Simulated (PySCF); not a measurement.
C3H7NSi, SMILES C1C(=NC1)[SiH3].

Geometry: PBE0-D3(BJ)/def2-SVP. This is a generated structure with no PubChem entry under its InChIKey; it may be hypothetical.

Method: PBE/def2-TZVP in PySCF.

Symmetry labels are those of the subgroup Cs that the program uses (full group Cs).

Computed valence orbital energies around the gap with their symmetry:
```
orbital  symmetry  energy (eV)
-------  --------  -----------
HOMO−7         A'       -11.28
HOMO−6         A'       -10.25
HOMO−5         A"        -9.19
HOMO−4         A"        -8.64
HOMO−3         A'        -8.42
HOMO−2         A'        -7.40
HOMO−1         A"        -7.25
HOMO           A'        -5.92
LUMO           A"        -1.79
LUMO+1         A'        -0.09
LUMO+2         A'         0.12
LUMO+3         A'         0.64
```
